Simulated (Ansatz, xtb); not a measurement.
**Ranking isomers of C6H7ClS**

6 gas-phase structures of C6H7ClS, from a drawn sample of its isomers (lower ones may exist). Each was relaxed with GFN2-xTB; where two conformers were screened, the lower at r2SCAN-D4/def2-SVP//GFN2-xTB is listed:

A. `CCc1csc(Cl)c1`, a singlet
B. `S=C1C=CCC[C@@H]1Cl`, a singlet
C. `C=C1C=C(Cl)SCC1`, a singlet
D. `CCc1sccc1Cl`, a singlet
E. `CCc1cc(Cl)cs1`, a singlet
F. `CSC1=CC=C(Cl)C1`, a singlet

Q: Which do you expect lowest at r2SCAN-D4/def2-SVP//GFN2-xTB, and how would the others follow?

A: Calculated order at r2SCAN-D4/def2-SVP//GFN2-xTB: D (0.0), E (1.4), A (4.2), B (9.0), C (16.4), F (19.2) kcal/mol.

Energies above the lowest of each column, in kcal/mol; the last columns are at r2SCAN-D4/def2-SVP geometries (a dash: not run or not comparable):

```
structure  GFN2-xTB  HF/STO-3G  r2SCAN-D4/def2-SVP//GFN2-xTB  r2SCAN-D4/def2-SVP  CCSD(T)/def2-SVP + ΔMP2/def2-TZVPP
        D       0.0        0.0                           0.0                 0.0                                 0.0
        E       0.1        0.4                           1.4                 1.3                                 1.1
        A       2.7        2.3                           4.2                 4.1                                 3.6
        B      10.9       22.1                           9.0                 9.0                                10.5
        C      17.6       20.1                          16.4                16.5                                   –
        F      16.0       20.4                          19.2                19.1                                   –
```

Every level run on D puts it lowest or level with the lowest. Flexible structures stand in one conformer each, not always the lowest. Frequencies (GFN2-xTB) were run for A, B, D, E alone. The ΔMP2 step shifts differences by up to 4.7 kcal/mol, which makes them less sure. ΔMP2 is the change of the MP2 energy from the smaller to the larger basis.

Over these structures GFN2-xTB departs from r2SCAN-D4/def2-SVP//GFN2-xTB by 1.5 kcal/mol on average once a common shift is removed. A GFN2-xTB relaxation took about 0.11 s and the r2SCAN-D4/def2-SVP//GFN2-xTB energy about 2.7 s on a shared host (Ansatz 0.2.0, xtb 6.7.1).
